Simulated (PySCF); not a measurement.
Molecule: `InChI=1S/C7H16O/c1-3-5-6-7-8-4-2/h3-7H2,1-2H3`.

Geometry (Å), atoms numbered from 1 in this order:
```xyz
24

C    -3.301    1.103    0.133
C    -2.443    0.029   -0.517
C    -0.960    0.370   -0.534
C    -0.096   -0.697   -1.190
C     1.383   -0.377   -1.158
O     1.806   -0.325    0.176
C     3.167   -0.051    0.363
C     3.527    1.413    0.177
H    -2.997    1.275    1.178
H    -4.367    0.828    0.136
H    -3.207    2.064   -0.398
H    -2.586   -0.930    0.011
H    -2.789   -0.147   -1.552
H    -0.600    0.528    0.496
H    -0.810    1.332   -1.058
H    -0.252   -1.665   -0.685
H    -0.399   -0.838   -2.242
H     1.957   -1.151   -1.711
H     1.565    0.587   -1.676
H     3.399   -0.361    1.395
H     3.781   -0.685   -0.309
H     2.907    2.043    0.834
H     3.377    1.750   -0.859
H     4.584    1.584    0.432
```

Geometry PBE0-D3(BJ)/def2-SVP throughout; GIAO in PySCF, gas phase, one conformer, non-relativistic; equivalent atoms averaged; functional PBE0.

For orientation, 6-31G gives these absolute shieldings σ: C7 136.7, C3 168.6, C4 167.0, C2 174.4, C8 185.5, H18/H19 29.20, H14/H15 30.85, H9/H10/H11 31.48, H22/H23/H24 31.41 ppm.

A run gave: C7 117.6, C3 151.5, C4 150.2, C2 157.4, C8 170.1, H18/H19 28.04, H14/H15 30.04, H9/H10/H11 30.27, H22/H23/H24 30.16 ppm (absolute shieldings σ).

Problem. Which basis set was used in that run?
A. aug-cc-pVDZ
B. pcSseg-0
C. 6-311+G(2d,p)
D. pcSseg-1
E. 6-31G*

Solution. D. C7 tells them apart best: pcSseg-1 gives 117.6, pcSseg-0 gives 125.4, aug-cc-pVDZ gives 130.8, 6-311+G(2d,p) gives 120.6, 6-31G* gives 131.5 ppm.
